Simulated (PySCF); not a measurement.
C2H6SZn, charge -1, multiplicity 2. Atoms are numbered in the order given.

```xyz
10

Zn    -0.5552     0.0449     0.0000
C      0.7870    -1.5076     0.0000
C      0.2151    -2.9252     0.0000
H      1.4371    -1.3459    -0.8896
H      1.4371    -1.3459     0.8896
H     -0.4321    -3.1003     0.8856
H     -0.4321    -3.1003    -0.8856
H      0.9895    -3.7306     0.0000
S      0.3731     2.2523     0.0000
H      1.6762     1.8361     0.0000
```
Charge -1, spin multiplicity 2.

Geometry optimised at PBE-D3(BJ)/def2-SVPD. The multiplicity is an assumed one; no other spin state was optimised. The isomer is the one that the SMILES or the coordinates give; other isomers of the formula were not compared. One conformer was computed; it need not be the lowest.

All values below come from PBE-D3(BJ)/def2-SVPD (PySCF).

Frequencies are harmonic and unscaled.

| mode | ν (cm⁻¹) | IR (km/mol) | moving atoms (share of kinetic energy) |
|---|---|---|---|
| 1 | 31 | 0.2 | H 41 %, C 38 %, S 12 %, Zn 9 % |
| 2 | 68 | 3.0 | Zn 33 %, S 29 %, C 23 %, H 15 % |
| 3 | 185 | 10.8 | H 95 % |
| 4 | 208 | 4.2 | C 57 %, H 22 %, S 18 % |
| 5 | 216 | 1.2 | H 87 %, C 8 % |
| 6 | 247 | 45.1 | S 53 %, Zn 38 % |
| 7 | 414 | 43.9 | C 50 %, H 36 %, Zn 14 % |
| 8 | 469 | 9.2 | H 79 %, C 11 % |
| 9 | 533 | 0.5 | H 84 %, C 16 % |
| 10 | 866 | 3.0 | H 94 % |
| 11 | 892 | 9.7 | H 91 %, C 9 % |
| 12 | 1015 | 6.6 | C 82 %, H 18 % |
| 13 | 1098 | 6.9 | H 66 %, C 34 % |
| 14 | 1191 | 0.1 | H 74 %, C 26 % |
| 15 | 1310 | 4.5 | H 81 %, C 19 % |
| 16 | 1371 | 2.3 | H 90 %, C 10 % |
| 17 | 1408 | 0.7 | H 96 % |
| 18 | 1415 | 6.6 | H 97 % |
| 19 | 2560 | 72.6 | H 97 % |
| 20 | 2872 | 213.4 | H 95 % |
| 21 | 2922 | 76.6 | H 95 % |
| 22 | 2960 | 44.0 | H 93 % |
| 23 | 2972 | 12.6 | H 91 %, C 9 % |
| 24 | 2999 | 81.1 | H 91 %, C 9 % |
